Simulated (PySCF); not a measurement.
**Telling isomers of C₆H₉N apart by NMR**

[PySCF: B3LYP/pcJ-1 coupling constants (spin–dipole term left out of most H,H and C,H couplings); geometry: PBE0-D3(BJ)/def2-SVP; GIAO PBE0/pcSseg-1 shieldings; non-relativistic Hamiltonian; rapidly exchanging positions averaged; single conformer; no solvent]

References, each an isolated molecule treated in the same way: TMS for 1H, 13C. Multiplet labels drop J under 1 Hz and among equivalent protons, and merge close values. Unscaled 3J(H,H) run several per cent high. Shifts are as computed. Against solution values, carbons near 30 ppm lie about +2 ppm off and those near 130 ppm about +5 ppm. Of 1211 compounds with measured shifts, 218 miss one by over three times the rms of a fit or turn the order of signals round; such compounds aren't used in these exercises. OH and NH positions are gas-phase values without hydrogen bonding to other molecules.

(1) Tabulate the signals of `C=CC(=C)/C=N\C`, `Cc1ccc(C)[nH]1` and their relative energies.

(2) What is the quickest way to tell C=CC(=C)/C=N\C from Cc1ccc(C)[nH]1?

Answers

(1) 
```tsv
SMILES	carbon types	δC	δH	E rel. (kcal/mol)
C=CC(=C)/C=N\C	1×C 2×CH 2×CH2 1×CH3	166.2, 147.1, 145.0, 127.2, 125.5, 43.1	8.21 (qd, 1H), 6.47 (dd, 1H), 5.54 (dd, 1H), 5.52 (dd, 1H), 5.50 (dt, 1H), 5.10 (qd, 1H), 3.52 (d, 3H)	51.3
Cc1ccc(C)[nH]1	2×C 2×CH 2×CH3	127.5, 112.2, 14.3	6.70 (br s, 1H), 5.81 (m, 2H), 2.18 (m, 6H)	0.0
```

Energies are electronic energies at PBE0/pcSseg-1 on these geometries, without zero-point or thermal terms, each for the one conformer computed, which needn't be the lowest.

(2) Count the carbon signals: 6 against 3. The first has a terminal =CH2 carbon at 127.2 ppm, the second an aromatic CH at 112.2 ppm. Their most deshielded carbons lie at 166.2 and 127.5 ppm. In the proton spectra the most deshielded non-exchanging signals are 8.21 (qd, J = 3.0, 1.4 Hz, 1H) and 5.81 (m, 2H).
